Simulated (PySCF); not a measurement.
**TDDFT excited states: C5H8FNO**

C5H8FNO.
SMILES: `O=CN[C@@H]1CC[C@H]1F`

Computed with TDDFT PBE0/def2-SVPD, vertical, gas phase, core orbitals frozen in the response in PySCF. Isolated species at its GFN2-xTB geometry (one conformer only). Torsions of this conformer, `[O:1]=[CH:2][NH:3][C@@H:4]1[CH2:5][CH2:6][C@H:7]1[F:8]`: O1–C2–N3–C4 1°, C2–N3–C4–C5 -124°.

| state | E (eV) | λ (nm) | f | main configurations (H = HOMO, L = LUMO) |
| --- | --- | --- | --- | --- |
| S1 | 5.80 | 213.8 | 0.0012 | H-1→L+1 (91%) |
| S2 | 6.65 | 186.6 | 0.0083 | H→L (93%) |
| S3 | 6.88 | 180.2 | 0.060 | H-1→L (69%), H→L+1 (24%) |
| S4 | 7.24 | 171.4 | 0.178 | H→L+1 (57%), H-1→L (20%) |
| S5 | 7.52 | 164.8 | 0.018 | H→L+2 (88%) |
| S6 | 7.57 | 163.8 | 0.0080 | H→L+3 (89%) |

Triplets, Tamm–Dancoff:

| state | E (eV) | λ (nm) | main configurations (H = HOMO, L = LUMO) |
| --- | --- | --- | --- |
| T1 | 5.25 | 236.1 | H-1→L+1 (90%) |
| T2 | 5.37 | 230.9 | H→L+1 (84%) |

The lowest singlet comes at 214 nm (560 kJ/mol) in the ultraviolet; it is very weak; its leading configuration is HOMO-1→LUMO+1 (91%). The strongest level in the table is S4 at 7.24 eV (171 nm, f = 0.178). S1 has the pattern of n→π* at C=O. Orbital energies (eV): HOMO-3 -9.38, HOMO-2 -9.27, HOMO-1 -7.70, HOMO -7.66, LUMO 0.27, LUMO+1 0.40, LUMO+2 0.88. The oscillator strengths of these states sum to 0.274; summed over the whole spectrum of an exact calculation they would give the number of electrons, 62 (Thomas–Reiche–Kuhn). Of the 6 states listed, 3 reach f = 0.01 and none stays under 0.0005. The window holds the lowest 6 singlets.
